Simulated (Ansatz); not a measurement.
Coupled-cluster diagnostics for BCl₃, Ansatz.

Geometry of the singlet (PBE-D4/def2-TZVP):

```xyz
4

B     0.000    0.000    0.000
Cl   -0.192   -1.720   -0.242
Cl   -0.536    1.121   -1.229
Cl    0.728    0.599    1.472
```

Correlated methods freeze 16 core orbitals.

Estimate the CCSD(T) correlation energy, the shares of MP2 and (T), T1 and the reference's ⟨S²⟩ for: charge 0, singlet, own geometry in def2-TZVPP; charge 1, doublet, vertical in def2-TZVPP; and the rough time on 2 threads of Intel Xeon Platinum 8259CL on a shared host.


| state | basis | correlation (eV) | MP2 share (%) | (T) share (%) | T1 | ⟨S²⟩ (pure) | wall time | remarks |
| --- | --- | --- | --- | --- | --- | --- | --- | --- |
| charge 0, singlet, own geometry | def2-TZVPP | -20.089 | 89.5 | 4.4 | 0.011 | 0.00 (0.00) | 7.5 s | – |
| charge 1, doublet, vertical | def2-TZVPP | -19.618 | 86.8 | 5.3 | 0.075 | 0.76 (0.75) | 38 s | large T1 |
Customary marks for T1 are 0.02 (closed shells), 0.045 (open shells) and about 0.05 (3d metals). T1 exceeds 0.02 in 1 of 2 rows and 0.045 in 1; the higher it lies, the less the single-reference result can be trusted.
